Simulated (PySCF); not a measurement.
## Computed vibrations of [La(P5)2]+

[La(P5)2]+ (singlet). PySCF 2.14.0, RKS PBE, La lcecp-1-SVP with ECP46, P def2-SVP; non-relativistic Hamiltonian with scalar-relativistic core potentials where named; density fitting; no spin-orbit coupling. Central differences of gradients.

```xyz
11

La    0.0000    0.0000    0.0000
P     0.0000    1.8317    2.6380
P    -1.7421    0.5660    2.6380
P    -1.0767   -1.4819    2.6380
P     1.0767   -1.4819    2.6380
P     1.7421    0.5660    2.6380
P     0.0000   -1.8317   -2.6380
P    -1.7421   -0.5660   -2.6380
P    -1.0767    1.4819   -2.6380
P     1.0767    1.4819   -2.6380
P     1.7421   -0.5660   -2.6380
```

Run from Python with OMP_NUM_THREADS=4. Where DIIS fails, smearing, a level shift and second-order steps follow.
It took 13 min on 4 threads of Arm Neoverse V2 (shared host).

What are the harmonic wavenumbers and infrared intensities?

Negative numbers are unstable modes, those under 60 cm⁻¹ near the noise; a finer grid moves soft modes by up to 10 cm⁻¹.
```json
{"cm⁻¹": "-44", "km/mol": "–", "symmetry": ""}
{"cm⁻¹": "-40", "km/mol": "–", "symmetry": ""}
{"cm⁻¹": "-14", "km/mol": "–", "symmetry": ""}
{"cm⁻¹": "86", "km/mol": "0.3", "symmetry": ""}
{"cm⁻¹": "87", "km/mol": "0.0", "symmetry": ""}
{"cm⁻¹": "91", "km/mol": "0.4", "symmetry": ""}
{"cm⁻¹": "93", "km/mol": "0.0", "symmetry": ""}
{"cm⁻¹": "122", "km/mol": "0.0", "symmetry": ""}
{"cm⁻¹": "200", "km/mol": "107.5", "symmetry": ""}
{"cm⁻¹": "206", "km/mol": "0.1", "symmetry": ""}
{"cm⁻¹": "210", "km/mol": "0.0", "symmetry": ""}
{"cm⁻¹": "210", "km/mol": "0.0", "symmetry": ""}
{"cm⁻¹": "214", "km/mol": "0.0", "symmetry": ""}
{"cm⁻¹": "289", "km/mol": "0.0", "symmetry": ""}
{"cm⁻¹": "290", "km/mol": "0.0", "symmetry": ""}
{"cm⁻¹": "293", "km/mol": "0.0", "symmetry": ""}
{"cm⁻¹": "294", "km/mol": "0.0", "symmetry": ""}
{"cm⁻¹": "431", "km/mol": "0.2", "symmetry": ""}
{"cm⁻¹": "431", "km/mol": "0.0", "symmetry": ""}
{"cm⁻¹": "448", "km/mol": "0.0", "symmetry": ""}
{"cm⁻¹": "448", "km/mol": "0.0", "symmetry": ""}
{"cm⁻¹": "453", "km/mol": "0.0", "symmetry": ""}
{"cm⁻¹": "453", "km/mol": "0.0", "symmetry": ""}
{"cm⁻¹": "464", "km/mol": "4.6", "symmetry": ""}
{"cm⁻¹": "464", "km/mol": "0.0", "symmetry": ""}
{"cm⁻¹": "466", "km/mol": "4.7", "symmetry": ""}
{"cm⁻¹": "466", "km/mol": "0.0", "symmetry": ""}
```

Is this a minimum?

Probably not: 2 unstable, though so soft as to be near the noise (and 1 more above −25 cm⁻¹, within the noise); the lowest moves the atoms so:
```
La   0.42  0.00  0.00
P   -0.16  0.00  0.00
P   -0.18  0.02 -0.29
P   -0.21  0.02 -0.18
P   -0.21 -0.01  0.18
P   -0.18 -0.02  0.29
P   -0.16  0.00  0.00
P   -0.18 -0.02  0.29
P   -0.21 -0.01  0.18
P   -0.21  0.02 -0.18
P   -0.18  0.02 -0.29
```
